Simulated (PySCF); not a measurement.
trans-1,3,3,3-tetrafluoropropene (C3H2F4), SMILES F/C=C/C(F)(F)F. Heavy atoms are numbered as in [F:1]/[CH:2]=[CH:3]/[C:4]([F:5])([F:6])[F:7]. Hydrogens are named by the atom that carries them.

Geometry: ωB97X-D3(BJ)/def2-SVP.

Calculation: ωB97X/def2-TZVP (PySCF).

ESP charges are fitted to the potential on shells at 1.4 to 2.0 van der Waals radii. Atomic charges (e), one atom of each kind:

| atom | ESP fit | meta-Löwdin | Mulliken |
|---|---|---|---|
| F1 | -0.14 | -0.25 | -0.17 |
| C2 (CH) | 0.17 | 0.22 | 0.12 |
| C3 (CH) | -0.44 | -0.23 | -0.27 |
| C4 | 0.51 | 0.80 | 0.51 |
| F5 | -0.16 | -0.27 | -0.17 |
| H on C2 | 0.15 | 0.14 | 0.16 |
| H on C3 | 0.25 | 0.15 | 0.18 |

### Question
Give the Mayer and Wiberg (Löwdin basis) orders of the bonds. (An estimate is asked for; the answer gives what the named calculation found.)

### Answer

```tsv
bond	Mayer	Wiberg
F1–C2	1.06	1.80
C2–C3	1.87	2.06
C3–C4	1.03	1.16
C4–F5	1.13	1.75
C4–F6	1.13	1.75
C4–F7	1.12	1.73
```
